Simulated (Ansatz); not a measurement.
Geometry optimisation, RHF/def2-SVP (Ansatz).

Input:

```yaml
crystal:
  periodic: [false, false, false]
  atoms:
    - { symbol: Hf, position_ang: [-0.236965, -1.057739, -0.37021] }
    - { symbol: "N", position_ang: [0.591145, -0.108955, 2.777603] }
    - { symbol: H, position_ang: [0.010548, 0.630404, 3.137148] }
    - { symbol: H, position_ang: [1.538021, 0.065856, 3.072049] }
    - { symbol: O, position_ang: [1.651355, -0.972475, -0.753969] }
    - { symbol: Si, position_ang: [3.257098, -1.07672, -1.157653] }
    - { symbol: H, position_ang: [3.473109, -2.269425, -2.006043] }
    - { symbol: H, position_ang: [3.6607, 0.137416, -1.897446] }
    - { symbol: H, position_ang: [4.06756, -1.195556, 0.074142] }
    - { symbol: F, position_ang: [-1.006659, 0.688814, -0.21306] }
    - { symbol: Cl, position_ang: [-1.242444, -2.016444, -2.303979] }
    - { symbol: S, position_ang: [-0.794303, -2.662951, 1.516137] }
    - { symbol: H, position_ang: [-1.399009, -3.619603, 0.8009] }
    - { symbol: H, position_ang: [0.277045, -0.988621, 3.20588] }
basis:
  gaussian: { orbitals: def2-SVP }
hamiltonian:
  xc: hf
relax:
  f_tol: 0.03
  max_steps: 50
```

Run as:

```bash
$ ansatz run input.yaml --threads 4 --pin off --max-ram 5120MiB --backend cpu --events-out ev --progress --plain --runs-dir out
```

**Question.** Where does it end, and by what steps?

**Answer.** The run converged. The force dipped under the threshold on the way, but the program's further checks kept it going. After 24 steps the energy has fallen by 0.736 eV; H4 moved furthest, 1.12 Å. Joined: Hf1–N2 (3.39 → 2.44 Å).

```csv
step,energy less start (eV),largest force component (eV/Å),accepted
0,0.0000,0.961,yes
1,-0.2149,0.748,yes
2,-0.4382,1.011,yes
3,-0.5717,1.993,yes
4,-0.6545,1.240,yes
5,-0.6816,0.739,yes
6,-0.7157,0.404,yes
7,-0.6979,1.167,no
8,-0.7207,0.189,yes
9,-0.7220,0.172,yes
10,-0.7233,0.101,yes
11,-0.7240,0.165,yes
12,-0.7265,0.099,yes
13,-0.7207,0.369,no
14,-0.7282,0.133,yes
15,-0.7295,0.169,yes
16,-0.7307,0.120,yes
17,-0.7318,0.098,yes
18,-0.7326,0.151,yes
19,-0.7337,0.099,yes
20,-0.7350,0.015,yes
21,-0.7355,0.063,yes
22,-0.7358,0.059,yes
23,-0.7361,0.037,yes
24,-0.7362,0.027,yes
```

```xyz
14
Properties=species:S:1:pos:R:3
Hf -0.170 -0.961 0.070
N 0.557 -0.258 2.287
H -0.228 -0.085 2.899
H 1.069 0.608 2.215
O 1.734 -0.974 -0.351
Si 3.261 -1.111 -0.958
H 3.420 -2.399 -1.665
H 3.535 0.005 -1.891
H 4.234 -1.049 0.160
F -0.942 0.806 0.206
Cl -1.138 -1.700 -2.011
S -1.018 -2.827 1.548
H -1.622 -3.575 0.621
H 1.155 -0.925 2.752
```

The run took 2.1 min on 4 threads of Arm Neoverse V1, with other jobs on the host, peak memory 0.52 GiB.
